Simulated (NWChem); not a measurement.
Molecule: GeH$_{3}$OCl; SMILES [OH][GeH2][Cl]

```xyz
6

Ge    -0.3718    -0.4283    -0.0009
O      1.0636    -1.4562    -0.0597
Cl     0.2365     1.6494    -0.0108
H     -1.1340    -0.7273    -1.2909
H     -1.1622    -0.6358     1.3003
H      1.6636    -1.3209     0.6822
```
Atoms are numbered in this order, from 1.

Results from NWChem. The geometry was optimised at PBE0/def2-SVP. Total energies compare along this basis series because the functional is fixed.

```tsv
level	basis functions	energy (Ha)	highest occupied level (eV)	orbital gap (eV)	dipole (D)
B3LYP/def2-SVP	79	-2613.8806	…	…	1.58
B3LYP/def2-SVPD	112	-2613.9025	-8.67	8.01	1.68
B3LYP/def2-TZVP	134	-2614.4054	-8.58	8.21	1.63
B3LYP/def2-TZVPP	163	-2614.4077	-8.58	8.21	1.61
```

### Question
Some entries are withheld; supply them.

### Answer

- B3LYP/def2-SVP, highest occupied level (eV): -8.32
- B3LYP/def2-SVP, orbital gap (eV): 8.42
